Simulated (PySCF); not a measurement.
Lowest empty level (eV) of eight silicon and germanium compounds: PBE beside ωB97X, computed with PySCF for isolated molecules in the bases named; differences from unrounded values. The eight are the first of their class met in an unordered collection, after screening for sound electronic states; none was chosen by its value. Each molecule has one DFT geometry for both levels.

| molecule | basis | ωB97X | PBE | difference |
|---|---|---|---|---|
| SiFCl2Br, SMILES F[Si](Cl)(Cl)Br | def2-TZVP | 1.48 | -1.72 | -3.20 |
| Ge(H)(F)(NH2)2 (FGeH₅N₂), SMILES [NH2][GeH]([NH2])[F] | def2-TZVP | 2.75 | -0.23 | -2.98 |
| Si(Me)(Cl)3 (CH3Cl3Si), SMILES C[Si](Cl)(Cl)Cl | def2-TZVP | 2.16 | -1.08 | -3.24 |
| Ge(F)(Cl)2(Me) (CH3Cl2FGe), SMILES [CH3][Ge]([F])([Cl])[Cl] | def2-TZVP | 1.12 | … | … |
| ClH6NSi2, SMILES N[SiH2][SiH2]Cl | def2-TZVP | 1.32 | -1.55 | -2.87 |
| CH8N2OSi, SMILES N([Si@H](O)N)C | def2-TZVP | 3.13 | … | … |
| CH8Cl2Si3, SMILES [SiH3]C[Si]([SiH3])(Cl)Cl | def2-TZVP | 1.59 | … | … |
| Si(H)(OH)(SeH)2 (H4OSe2Si), SMILES O[SiH]([SeH])[SeH] | def2-TZVP | 1.54 | -1.35 | -2.88 |

Q: What belongs in the gaps? (An estimate is asked for; the answer gives what the named calculation found.)

A: 
- Ge(F)(Cl)2(Me) (CH3Cl2FGe), SMILES [CH3][Ge]([F])([Cl])[Cl], PBE: -2.06
- Ge(F)(Cl)2(Me) (CH3Cl2FGe), SMILES [CH3][Ge]([F])([Cl])[Cl], difference: -3.18
- CH8N2OSi, SMILES N([Si@H](O)N)C, PBE: 0.23
- CH8N2OSi, SMILES N([Si@H](O)N)C, difference: -2.90
- CH8Cl2Si3, SMILES [SiH3]C[Si]([SiH3])(Cl)Cl, PBE: -1.31
- CH8Cl2Si3, SMILES [SiH3]C[Si]([SiH3])(Cl)Cl, difference: -2.91

PBE lies below ωB97X in 8 and above it in 0 of the eight; the mean signed difference is -3.02 and the largest -3.24 eV.
